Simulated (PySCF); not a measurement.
Unknown compound

Molecular formula: C₉H₁₄Si. Simulated spectra:

$^{1}$H NMR (500 MHz, computed): δ 5.71 (t, 1H), 5.70 (t, 1H), 4.53 (m, 2H), 2.67 (q, 2H), 1.64 (m, 1H), 1.31 (t, 3H), 0.73 (m, 2H), 0.49 (m, 2H).

$^{13}$C{$^{1}$H} NMR (computed): δ 173.2 (C), 173.0 (C), 126.4 (CH), 123.2 (CH), 29.6 (CH2), 17.8 (CH), 13.1 (CH3), 8.1 (CH2, 2C).

PySCF calculation with geometry: GFN2-xTB and shieldings: GIAO PBE0/pcSseg-1; one computed conformer, non-relativistic Hamiltonian, averaged over atoms made equivalent by symmetry, fast rotation or ring inversion, in vacuum.

Shifts are taken against calculated references (same method and geometry level): $^{1}$H and $^{13}$C vs TMS.

Question: Choose the structure that fits.
A. CCc1cccc(C[SiH3])c1
B. C=C[C@@]1(C)CC[Si@H]1C#CC
C. CCC1=C[SiH2]C=C1C1CC1
D. C=C(C)C1=C[SiH2][C@H]2C[C@@H]1C2
E. C[Si](C)(C)c1ccccc1
F. C=C(C)[C@@H]1C[SiH2][C@H]1C#CC

Answer: C. 

- Rings plus π bonds: 4 (2 rings in the answer).
- 8 carbon signals for 9 carbons: some carbons are equivalent by symmetry or fast rotation.
- Carbon types of the structure: 2 × C, 3 × CH, 3 × CH2, 1 × CH3, leaving 2 H on heteroatoms.
- δC 173.2, 173.0: fully substituted alkene carbon.
- δC 126.4, 123.2: alkene CH; an sp2 carbon of a C=C bond.
- δC 29.6: allylic sp3 CH2; saturated and bonded to C and H only.
- δC 13.1: methyl carbon; saturated and bonded to C and H only.
- δH 5.71, 5.70: hydrogen on an alkene CH; a vinylic proton, deshielded by the sp2 carbon and the C=C anisotropy.

The others: C=C[C@@]1(C)CC[Si@H]1C#CC would give 9 carbon signals, not 8; CCc1cccc(C[SiH3])c1 would give 9 carbon signals, not 8; C[Si](C)(C)c1ccccc1 would give 5 carbon signals, not 8; C=C(C)C1=C[SiH2][C@H]2C[C@@H]1C2 would give 9 signals for carbon-bound and other non-exchanging H, not 8; C=C(C)[C@@H]1C[SiH2][C@H]1C#CC would give 9 carbon signals, not 8.

Shifts are as computed. Against solution values, carbons near 30 ppm lie about +3 ppm off and those near 130 ppm about +5 ppm. Of 1211 compounds with measured shifts, 218 miss one by over three times the rms of a fit or turn the order of signals round; such compounds aren't used in these exercises. Multiplicities follow the n + 1 count of equivalent neighbours, as no J values were calculated; m marks all less simple cases, F and P coupling included.
